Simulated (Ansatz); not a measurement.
The cluster La₆. Charge 0, multiplicity 3. Geometry r2SCAN-D4/def2-SVP; atoms count from 1.

```
atom    x (Å)    y (Å)    z (Å)
 La1   0.8265  -2.4386  -1.1391
 La2  -0.8468   2.4341   1.0154
 La3  -1.3070  -0.8700   0.9245
 La4  -1.6924   0.3339  -2.1949
 La5   1.3579   0.8349  -0.8509
 La6   1.6619  -0.2943   2.2451
```

In the def2 sets La takes a core potential; there is no spin–orbit coupling. The charge 0 triplet is spin-contaminated (final ⟨S²⟩ up to 3.65, 2.00 for a pure state). The geometry of the triplet was relaxed on an unsound state (⟨S²⟩ 3.82, where a pure state has 2.00). The structure comes from a short search, and lower isomers may exist.

Question: Estimate the Mulliken populations from the PBE0/def2-TZVP orbitals of Ansatz.

Answer: 
```json
{"atom": "La1", "charge (e)": "0.02", "spin (α − β)": "1.25", "d electrons": "1.92"}
{"atom": "La2", "charge (e)": "0.01", "spin (α − β)": "0.66", "d electrons": "1.86"}
{"atom": "La3", "charge (e)": "-0.02", "spin (α − β)": "0.22", "d electrons": "2.30"}
{"atom": "La4", "charge (e)": "-0.02", "spin (α − β)": "-0.52", "d electrons": "1.90"}
{"atom": "La5", "charge (e)": "-0.02", "spin (α − β)": "0.32", "d electrons": "2.31"}
{"atom": "La6", "charge (e)": "0.02", "spin (α − β)": "0.06", "d electrons": "1.87"}
```
Mulliken values and Mayer orders depend strongly on the basis.

Question: Where does the spin sit?

Answer: Summed by element: La 2.00, of 2 unpaired in all. Largest on single atoms: La1 1.25, La2 0.66, La4 -0.52.

Question: And the Mayer bond orders between bonded heavy atoms (over 0.3)?

Answer: La1–La3 0.97 (3.36 Å); La1–La4 0.87 (3.89 Å); La1–La5 0.99 (3.33 Å); La1–La6 0.71 (4.09 Å); La2–La3 0.95 (3.34 Å); La2–La4 0.82 (3.93 Å); La2–La5 0.98 (3.30 Å); La2–La6 0.89 (3.91 Å); La3–La4 0.94 (3.37 Å); La3–La5 0.55 (3.63 Å); La3–La6 0.95 (3.30 Å); La4–La5 0.92 (3.37 Å); La5–La6 0.95 (3.31 Å). Values over 0.3 also appear between atoms too far apart for a bond (La1–La2 0.35 at 5.58 Å); they arise where an orbital or an unpaired electron spreads over both atoms.
